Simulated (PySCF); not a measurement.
Two species compared at the same levels of theory.

First species: C3H3NOS.
Structure used (GFN2-xTB), in Å, numbered top down from 1:
```
atom  x, y, z in Å
S1     2.348    0.431   -0.279
C2     0.663    0.083   -0.037
C3    -0.464    0.537   -0.670
C4    -1.500   -0.135    0.013
N5    -1.027   -0.906    0.951
O6     0.324   -0.779    0.932
H7     2.755   -0.375    0.700
H8    -0.529    1.229   -1.481
H9    -2.556   -0.078   -0.154
```

Second species: C₇H₉NO.
SMILES with atom numbers: `[CH3:1][O:2][CH2:3][c:4]1[cH:5][cH:6][n:7][cH:8][cH:9]1` (hydrogens: H10, H11, H12 on C1; H13, H14 on C3; H15 on C5; H16 on C6; H17 on C8; H18 on C9)

Cartesian coordinates in Å at the GFN2-xTB level; atoms count from 1:
```xyz
18
C7H9NO angstrom
C      3.091   -0.609    0.194
O      1.715   -0.739   -0.045
C      0.994    0.428    0.260
C     -0.475    0.233    0.012
C     -0.985   -0.967   -0.464
C     -2.353   -1.071   -0.665
N     -3.204   -0.088   -0.431
C     -2.716    1.056    0.020
C     -1.369    1.270    0.260
H      3.294   -0.395    1.251
H      3.544   -1.560   -0.077
H      3.529    0.191   -0.417
H      1.358    1.271   -0.352
H      1.148    0.705    1.318
H     -0.321   -1.790   -0.668
H     -2.792   -1.990   -1.033
H     -3.444    1.837    0.197
H     -1.021    2.223    0.631
```

Levels: PBE0/pcSseg-1 for dipole moment, HOMO energy, LUMO energy and HOMO–LUMO gap; GFN2-xTB for rotational constant A and rotational constant C. Geometries: GFN2-xTB. All species are isolated and taken at one optimised geometry, non-relativistic unless stated; the electronic structure was computed with PySCF and density fitting.

Dipoles, sizes and rotational constants follow the conformer. The torsions of the flexible species, by atom-mapped SMILES:
- `[SH:1][c:2]1[cH:3][cH:4][n:5][o:6]1`: H–S1–C2–C3 180°
- `[CH3:1][O:2][CH2:3][c:4]1[cH:5][cH:6][n:7][cH:8][cH:9]1`: C1–O2–C3–C4 -179°, O2–C3–C4–C5 0°

Problem. Which has the higher HOMO–LUMO gap?

Solution. The second: 6.61 eV against 6.45 eV, a difference of 0.16 eV.

Problem. Which of the two has the higher HOMO energy, and by how much?

Solution. The first: -6.93 eV against -7.23 eV, a difference of 0.30 eV.

Problem. Which of the two has the higher rotational constant C, and by how much?

Solution. The first: 1.767 GHz against 0.778 GHz, a difference of 0.989 GHz.

Problem. Which of the two has the higher rotational constant A, and by how much?

Solution. The first: 9.529 GHz against 5.071 GHz, a difference of 4.458 GHz.

Problem. Which has the higher dipole moment?

Solution. The second: 3.76 D against 1.97 D, a difference of 1.79 D.

Problem. Which of the two has the higher LUMO energy, and by how much?

Solution. The first: -0.48 eV against -0.62 eV, a difference of 0.14 eV.

On the first: The dipole matches unit charges of opposite sign 0.41 Å apart (1 e·Å = 4.8032 D).

On the second: A dipole of 3.76 D is allowed in Cs, and pure rotational transitions are dipole-allowed. In atomic units the dipole is 1.48 e·bohr (1 au = 2.5417 D).
